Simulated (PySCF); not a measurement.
Species: C₃H₇BO₂.
SMILES: `C=CCB(O)O`

Torsions of this conformer, `[CH2:1]=[CH:2][CH2:3][B:4]([OH:5])[OH:6]`: C1–C2–C3–B4 -110°, C2–C3–B4–O5 -70°, H–O5–B4–C3 177°, H–O6–B4–C3 -178°.

The closed-shell ground state was solved at several levels (PySCF, density fitting, gas phase, non-relativistic). One conformer (not necessarily the lowest) at the PBE0-D3(BJ)/def2-SVP geometry, without solvent, vibrations or thermal averaging.

| level | basis functions | total energy (Eh) | HOMO (eV) | LUMO (eV) | gap (eV) | dipole (D) |
| --- | --- | --- | --- | --- | --- | --- |
| B3LYP/6-31G* | 98 | -293.9033 | -6.35 | 0.79 | 7.14 | 2.97 |
| HF/pcSseg-1 | 137 | -292.1426 | -9.39 | 3.53 | 12.92 | 2.97 |
| LC-wPBE/pcSseg-1 | 137 | -293.7053 | -9.69 | 2.76 | 12.45 | 3.04 |
| PBE0/STO-3G | 37 | -289.7667 | -4.91 | 3.98 | 8.89 | 3.07 |
| PBE0/def2-SVP | 119 | -293.3642 | -6.84 | 0.69 | 7.53 | 3.02 |
| PBE0/cc-pVTZ | 278 | -293.6888 | -6.94 | 0.46 | 7.40 | 2.73 |
| wB97X-D/pcSseg-1 | 137 | -293.7955 | -8.82 | 2.34 | 11.16 | 2.99 |

(1) Estimate the row for PBE0/pcJ-1, a basis of 232 functions; the other rows only guide the guess.

(2) Over all these levels, which gives the widest orbital gap and which the narrowest?

(3) How much does the basis alone move the frontier levels among the 4 PBE0 rows (the withheld one included)?

(4) How far do the dipole and the HOMO energy spread over the levels?

Answers

(1) Total energy -293.5905 Eh, HOMO -6.94 eV, LUMO 0.51 eV, gap 7.45 eV, dipole 3.02 D.

(2) HF/pcSseg-1 (Hartree–Fock, all exact exchange) has the widest, 12.92 eV, and B3LYP/6-31G* (global hybrid, 20 % exact exchange) the narrowest, 7.14 eV. Functional and basis both differ between the two, so the spread mixes both effects.

(3) The HOMO by 2.03 eV and the LUMO by 3.52 eV. By rising basis size (HOMO, LUMO in eV): STO-3G -4.91, 3.98; def2-SVP -6.84, 0.69; pcJ-1 -6.94, 0.51; cc-pVTZ -6.94, 0.46.

(4) The dipole runs from 2.73 to 3.07 D (mean 2.98 D) and the HOMO from -9.69 to -4.91 eV.

wB97X-D is run here without its empirical dispersion term; that term would change no orbital, density or response property at a fixed geometry.
